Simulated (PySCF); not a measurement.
Si(H)(Cl)(Me)2 (C₂H₇ClSi), SMILES Cl[SiH](C)C. Heavy atoms are numbered as in [SiH:1]([CH3:2])([CH3:3])[Cl:4]. Hydrogens are named by the atom that carries them.

Geometry optimised at B3LYP-D3(BJ)/def2-SVP.

Calculation: PBE/def2-TZVP (PySCF).

ESP charges are fitted to the potential on shells at 1.4 to 2.0 van der Waals radii. Atomic charges (e), one atom of each kind:

```
atom       ESP fit  Mulliken    IAO
---------  -------  --------  -----
Si1 (SiH)     0.65         ?   0.95
C2 (CH3)     -0.67     -0.45  -0.74
Cl4          -0.24         ?  -0.34
H on Si1     -0.13     -0.03  -0.13
H on C2       0.18         ?   0.16
```

Q: Some entries are withheld; supply them. (The exact figures need the calculation; the answer reports its results.)

A: 
- Si1 (SiH), Mulliken: 0.38
- Cl4, Mulliken: -0.26
- H on C2, Mulliken: 0.13

Q: Give the Mayer and Wiberg (Löwdin basis) orders of the bonds. (An estimate is asked for; the answer gives what the named calculation found.)

A: 
| bond | Mayer | Wiberg |
|---|---|---|
| Si1–C2 | 1.01 | 1.24 |
| Si1–C3 | 1.01 | 1.24 |
| Si1–Cl4 | 1.13 | 1.74 |
